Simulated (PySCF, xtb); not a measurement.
C2H6BF2N, SMILES CN(C)B(F)F. One conformer was computed; it need not be the lowest.

Harmonic wavenumbers (cm⁻¹) from GFN2-xTB (xtb) at its own minimum, in rising order: 126, 167, 175, 203, 285, 334, 432, 459, 508, 719, 1012, 1059, 1093, 1138, 1190, 1217, 1261, 1411, 1416, 1466, 1474, 1475, 1480, 1554, 2949, 2951, 2967, 2972, 3055, 3055.

Q: What does B3LYP-D3(BJ)/def2-SVP run with PySCF give at its own minimum? (Estimate from the structure and the level; the computed values follow.)

A: 126, 162, 196, 236, 270, 355, 476, 492, 660, 730, 1021, 1086, 1119, 1178, 1229, 1255, 1402, 1444, 1455, 1462, 1472, 1475, 1478, 1604, 2993, 3000, 3048, 3053, 3153, 3154. Paired by order, the mean absolute difference is 41 cm⁻¹ and the zero-point energies are 56.6 and 58.3 kcal/mol.
